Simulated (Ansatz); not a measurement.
Relaxation of Cl$_{3}$HInO (6 atoms, charge 0, multiplicity 2), to a largest force component of 0.03 eV/Å in at most 50 steps.

Method: Ansatz, UKS PBE/def2-SVP.

```xyz
6
Properties=species:S:1:pos:R:3
In -0.067 0.773 -0.208
Cl 0.924 0.091 3.223
Cl 2.001 -0.293 -0.872
Cl -2.135 -0.455 -0.499
O -0.521 0.021 4.021
H -0.717 -0.938 4.082
```

Question: Where does it end, and by what steps?

Answer: The forces met the threshold. The force dipped under the threshold on the way, but the program's further checks kept it going. After 18 steps the energy has fallen by 0.262 eV; Cl2 moved furthest, 0.79 Å. Joined: In1–Cl2 (3.64 → 2.86 Å).

| step | energy less start (eV) | largest force component (eV/Å) | accepted |
| --- | --- | --- | --- |
| 0 | 0.0000 | 1.549 | yes |
| 1 | -0.0990 | 0.607 | yes |
| 2 | -0.1416 | 0.107 | yes |
| 3 | -0.1672 | 0.252 | yes |
| 4 | -0.1880 | 0.957 | yes |
| 5 | -0.1573 | 1.706 | no |
| 6 | -0.2217 | 0.704 | yes |
| 7 | -0.2473 | 0.260 | yes |
| 8 | -0.2509 | 0.151 | yes |
| 9 | -0.2569 | 0.073 | yes |
| 10 | -0.2546 | 0.351 | no |
| 11 | -0.2577 | 0.046 | yes |
| 12 | -0.2581 | 0.090 | yes |
| 13 | -0.2592 | 0.088 | yes |
| 14 | -0.2603 | 0.083 | yes |
| 15 | -0.2610 | 0.122 | yes |
| 16 | -0.2616 | 0.078 | yes |
| 17 | -0.2620 | 0.009 | yes |
| 18 | -0.2623 | 0.013 | yes |

```xyz
6
Properties=species:S:1:pos:R:3
In -0.215 0.830 -0.029
Cl 0.773 -0.122 2.475
Cl 2.007 -0.234 -0.142
Cl -2.175 -0.540 -0.400
O -0.177 0.040 3.939
H -0.727 -0.775 3.904
```

Whether the end is a true minimum wasn't checked by a vibrational analysis.

The run took 35 s on 4 threads of Arm Neoverse V1, with other jobs on the host, peak memory 0.19 GiB.
